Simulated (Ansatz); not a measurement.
Reaction (isomerisation): `CBO[SiH2]F` → `B[SiH](F)OC`

Calculated with Ansatz (gas phase, PBE0-D4/def2-TZVP geometries, no zero-point term in ΔE). CBS: MP2 limit from def2 TZ/QZ plus the TZ coupled-cluster correction, frozen cores. Functionals use def2-TZVPP. Each species was taken in one conformer, which may not be the lowest.

| level | ΔE (kJ/mol) |
| --- | --- |
| r2SCAN-D4 | 277.8 |
| B2PLYP | 276.4 |
| r2SCAN | 278.0 |
| CCSD(T)/def2-TZVPP | 273.1 |

Task: What does CCSD(T)/CBS give? (An estimate is asked.)

Result: Ansatz gave: +274.4 kJ/mol. The listed levels differ from it by 3.4, 2.0, 3.6, -1.3 kJ/mol.

Largest T1 diagnostic among the species: 0.012.

From PBE to PBE0 (25 % exact exchange), in def2-TZVPP and without D4, ΔE moves by +3.9 kJ/mol.
